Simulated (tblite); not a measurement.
Compound: C₅H₉OSe (doublet state).
Bonds: C1–C2, C2–Se3, Se3–C4, C4–C5, C5–C6, C5–O7 (double). Hydrogens: H8, H9, H10 on C1; H11, H12 on C2; H13 on C4; H14, H15, H16 on C6.
Bond orders are those of one Lewis drawing.

Computed with GFN2-xTB (tblite), gas phase: L-BFGS steps from a force-field or distance-geometry start until the largest atomic force falls under 0.01 eV/Å.

At the end of the run (lengths in Å): Se3–C4 1.838, C4–C5 1.424, C2–H11 1.091, C2–Se3 1.972, C4–H13 1.081, C1–C2 1.516, C6–H15 1.090, C2–Se3–C4 98.5°, Se3–C4–C5 124.4°, C4–C5–C6 116.5°, C6–C5–O7 122.5°, C1–C2–Se3–C4 -73°, C2–Se3–C4–C5 179°, Se3–C4–C5–C6 0°, H13–C4–C5–C6 -179°, H13–C4–Se3–C2 -2°.

Problem. These geometries were met on the way; a selection of coordinates is given. Order them by energy above the end point, lowest first.
A. Se3–C4 1.857, C4–C5 1.439, C2–H11 1.088, C2–Se3 1.976, C4–H13 1.082, C1–C2 1.522, C6–H15 1.095, C2–Se3–C4 96.7°, Se3–C4–C5 123.6°, C4–C5–C6 118.9°, C6–C5–O7 123.0°, C1–C2–Se3–C4 -97°, C2–Se3–C4–C5 148°, Se3–C4–C5–C6 38°, H13–C4–C5–C6 -168°, H13–C4–Se3–C2 -5°
B. Se3–C4 1.875, C4–C5 1.471, C2–H11 1.090, C2–Se3 1.994, C4–H13 1.089, C1–C2 1.543, C6–H15 1.095, C2–Se3–C4 103.7°, Se3–C4–C5 123.4°, C4–C5–C6 112.2°, C6–C5–O7 125.9°, C1–C2–Se3–C4 -101°, C2–Se3–C4–C5 138°, Se3–C4–C5–C6 59°, H13–C4–C5–C6 -124°, H13–C4–Se3–C2 -39°
C. Se3–C4 1.838, C4–C5 1.420, C2–H11 1.111, C2–Se3 1.996, C4–H13 1.112, C1–C2 1.516, C6–H15 1.082, C2–Se3–C4 99.3°, Se3–C4–C5 121.6°, C4–C5–C6 118.4°, C6–C5–O7 122.5°, C1–C2–Se3–C4 -100°, C2–Se3–C4–C5 140°, Se3–C4–C5–C6 51°, H13–C4–C5–C6 -165°, H13–C4–Se3–C2 -5°
D. Se3–C4 1.915, C4–C5 1.471, C2–H11 1.137, C2–Se3 1.933, C4–H13 1.108, C1–C2 1.503, C6–H15 1.114, C2–Se3–C4 107.4°, Se3–C4–C5 116.0°, C4–C5–C6 122.1°, C6–C5–O7 119.5°, C1–C2–Se3–C4 -94°, C2–Se3–C4–C5 147°, Se3–C4–C5–C6 53°, H13–C4–C5–C6 -85°, H13–C4–Se3–C2 -75°
E. Se3–C4 1.840, C4–C5 1.421, C2–H11 1.094, C2–Se3 1.969, C4–H13 1.091, C1–C2 1.522, C6–H15 1.085, C2–Se3–C4 95.5°, Se3–C4–C5 127.3°, C4–C5–C6 120.6°, C6–C5–O7 120.7°, C1–C2–Se3–C4 -90°, C2–Se3–C4–C5 159°, Se3–C4–C5–C6 21°, H13–C4–C5–C6 -174°, H13–C4–Se3–C2 -7°

Solution. E (0.130 eV), A (0.230 eV), C (0.399 eV), B (0.670 eV), D (1.142 eV).

| step | E above end (eV) | rms distance from the end, all atoms (Å) | largest force (eV/Å) | rms shift of all bonds from the end (Å) |
| --- | --- | --- | --- | --- |
| 24 | 0.130 | 0.406 | 0.337 | 0.005 |
| 19 | 0.230 | 0.443 | 0.549 | 0.007 |
| 15 | 0.399 | 0.465 | 1.185 | 0.013 |
| 9 | 0.670 | 0.575 | 0.648 | 0.019 |
| 0 | 1.142 | 0.648 | 2.250 | 0.031 |

Rows stand in the order of the answer.
